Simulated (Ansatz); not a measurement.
Born–Oppenheimer molecular dynamics of CH₇ClGeO (11 atoms, charge 0, multiplicity 1). It starts at the highest image of a converged band. Of that band: The profile has 2 maxima (images 2, 5) with wells between them (image 3): this band takes more than one step, which may be the mechanism or a detour left from its start path. A vibrational analysis at the climbing image gives one clearly imaginary mode, 148i cm⁻¹: a first-order saddle point.

All numbers below come from Ansatz 0.2.0, UKS BLYP-D4/def2-SVP.

```
ensemble                      : NVE (velocity Verlet)
time step                     : 0.5 fs
steps asked                   : 200
starting velocities drawn for : 100 K
seed                          : 7916
```

First frame:

```xyz
11
Properties=species:S:1:pos:R:3
Ge -0.544 1.174 -0.753
Cl 1.378 -0.035 -2.155
H -1.401 1.201 -2.035
H -1.525 1.298 0.474
H 0.531 2.264 -0.525
H 0.493 -0.946 -0.838
O -0.247 -0.771 -0.113
C 0.244 -1.000 1.230
H -0.421 -0.467 1.936
H 1.285 -0.629 1.336
H 0.207 -2.086 1.441
```

(1) How far do the bonds stretch over the last three quarters of this one trajectory? (Pairs bonded in most of those frames.)

Results:

(1) 
```json
{"bond": "Ge1–Cl2", "mean (Å)": "2.716", "spread (Å)": "0.035", "shortest": "2.67", "longest": "2.79"}
{"bond": "Ge1–H3", "mean (Å)": "1.540", "spread (Å)": "0.008", "shortest": "1.52", "longest": "1.55"}
{"bond": "Ge1–H4", "mean (Å)": "1.574", "spread (Å)": "0.005", "shortest": "1.57", "longest": "1.58"}
{"bond": "Ge1–H5", "mean (Å)": "1.546", "spread (Å)": "0.027", "shortest": "1.51", "longest": "1.59"}
{"bond": "Ge1–O7", "mean (Å)": "2.035", "spread (Å)": "0.031", "shortest": "1.98", "longest": "2.07"}
{"bond": "H6–O7", "mean (Å)": "1.089", "spread (Å)": "0.050", "shortest": "1.01", "longest": "1.20"}
{"bond": "O7–C8", "mean (Å)": "1.450", "spread (Å)": "0.011", "shortest": "1.43", "longest": "1.47"}
{"bond": "C8–H9", "mean (Å)": "1.107", "spread (Å)": "0.013", "shortest": "1.08", "longest": "1.13"}
{"bond": "C8–H10", "mean (Å)": "1.112", "spread (Å)": "0.020", "shortest": "1.08", "longest": "1.14"}
{"bond": "C8–H11", "mean (Å)": "1.108", "spread (Å)": "0.013", "shortest": "1.08", "longest": "1.13"}
```

Mean temperature of the second half: 56 K. The conserved energy stayed within 0.083 meV per atom of its start (net change 0.061 meV per atom), so the integration is sound. A run of 0.1 ps of so small a system gives no equilibrium averages. The orbitals were unrestricted but ended closed-shell.

The run took 11 min on 4 threads of Arm Neoverse N1, with other jobs on the host, peak memory 0.23 GiB.
